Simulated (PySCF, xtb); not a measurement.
Ti(OEt)(H)3 (C2H8OTi), SMILES CC[O][TiH3], multiplicity 1.

GFN2-xTB (xtb 6.7.1) at its own geometry gives an orbital gap of 2.71 eV and a dipole moment of 4.01 D.

Geometry optimised at PBE-D3(BJ)/def2-SVP. The spin state was assumed, not searched. The structure was generated by enumeration; whether it is a known compound was not checked. One conformer was computed; it need not be the lowest.

Q: What does ωB97X/def2-TZVP run with PySCF give? (An estimate is asked for; the answer gives what the named calculation found.)

A: gap 10.82 eV (levels -10.73 and 0.08 eV), dipole 2.46 D.
